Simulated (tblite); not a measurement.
Compound: C₄H₄O₂S.
Z-matrix (Å and degrees, GFN2-xTB geometry), rows numbered from 1:
```
O 
C   1  1.4027
C   2  1.4855  1  113.06
C   3  1.3445  2  138.76  1    -6.79
O   4  1.4191  3   95.98  2   179.49
C   5  1.3931  4   86.73  3     0.23
S   6  1.5957  3  139.65  2     0.86
H   1  0.9637  2  109.37  3   -59.84
H   2  1.0957  1  105.82  3  -120.13
H   2  1.1022  1  111.56  3   123.11
H   4  1.0700  3  141.68  2    -1.10
```

Calculated harmonic vibrations of the isolated species, GFN2-xTB (tblite), most abundant isotopes, no scaling. This tight-binding method is rough: wavenumbers can miss measured ones by several per cent, in bad cases by 10 to 20. One conformer, not necessarily the lowest.

Harmonic wavenumbers (cm⁻¹): 37.2, 124.9, 185.2, 238.0, 270.8, 358.6, 478.1, 600.3, 616.7, 752.0, 767.6, 807.2, 941.1, 1007.8, 1074.8, 1135.5, 1145.7, 1178.9, 1288.9, 1330.5, 1354.5, 1443.8, 1688.7, 2848.1, 2943.5, 3175.8, 3544.3.

A = 4398, B = 1403, C = 1075 MHz; mass 115.993 u (most abundant isotopes); point group C1, symmetry number 1.

Task: Zero-point energy?

Result: ½Σν̃ = 15669 cm⁻¹ = 44.80 kcal/mol.

Task: What is S at 500 K and 1 bar for an ideal gas of classical rigid rotors and harmonic oscillators?

Result: Translation 42.75, rotation 29.81, vibration 30.28: S = 102.8 cal/(mol K).

Task: And Cp and H(500 K) − H(0)?

Result: Cp = 36.93 cal/(mol K), of which vibrations give 28.98 (their classical limit is 27 R = 53.7); H(500 K) − H(0) = 11.65 kcal/mol without the zero-point energy, 7.67 from vibrations.

Task: Which modes carry the vibrational entropy at 500 K?

Result: 37.2 cm⁻¹: 6.43; 124.9 cm⁻¹: 4.03; 185.2 cm⁻¹: 3.26; 238.0 cm⁻¹: 2.78; 270.8 cm⁻¹: 2.53; 358.6 cm⁻¹: 2.01 cal/(mol K); the other 21 give 9.23 together.

Task: Blend soft modes into free rotors: weight 1/[1 + (100 cm⁻¹/ν̃)⁴] for the oscillator and the rest for a rotor with moment μB/(μ + B), μ = h/(8π²ν), B = 10⁻⁴⁴ kg m². What vibrational entropy results?

Result: 27.93 cal/(mol K) in place of 30.28, which changes −T·S at 500 K by +1.17 kcal/mol.

Task: How do the functions run with temperature in this model?

Result: 
```json
{"T (K)": "50", "S (cal/(mol K))": "56.6", "Cp (cal/(mol K))": "10.9", "H − H(0) (kcal/mol)": "0.47", "G − H(0) (kcal/mol)": "-2.36", "ln q(vib)": "0.45"}
{"T (K)": "100", "S (cal/(mol K))": "65.2", "Cp (cal/(mol K))": "14.5", "H − H(0) (kcal/mol)": "1.10", "G − H(0) (kcal/mol)": "-5.42", "ln q(vib)": "1.20"}
{"T (K)": "298.15", "S (cal/(mol K))": "86.5", "Cp (cal/(mol K))": "26.6", "H − H(0) (kcal/mol)": "5.17", "G − H(0) (kcal/mol)": "-20.62", "ln q(vib)": "4.35"}
{"T (K)": "373.15", "S (cal/(mol K))": "92.9", "Cp (cal/(mol K))": "30.9", "H − H(0) (kcal/mol)": "7.33", "G − H(0) (kcal/mol)": "-27.35", "ln q(vib)": "5.53"}
{"T (K)": "750", "S (cal/(mol K))": "119.5", "Cp (cal/(mol K))": "44.8", "H − H(0) (kcal/mol)": "21.95", "G − H(0) (kcal/mol)": "-67.64", "ln q(vib)": "11.24"}
{"T (K)": "1000", "S (cal/(mol K))": "133.0", "Cp (cal/(mol K))": "49.5", "H − H(0) (kcal/mol)": "33.79", "G − H(0) (kcal/mol)": "-99.25", "ln q(vib)": "14.65"}
```

q(vib) and H(0) count from the zero-point level.

Task: What must be added to the electronic energy to get the Gibbs energy at 500 K and 1 bar?

Result: ZPE + [H(500 K) − H(0)] − T·S = 44.80 + 11.65 − 51.42 = 5.03 kcal/mol.

Hindered rotation and anharmonicity are outside this model. Other conformers, if any are populated, would add a mixing term that is left out. The structure is chiral; the term R ln 2 for an equal mix with its mirror image is left out.
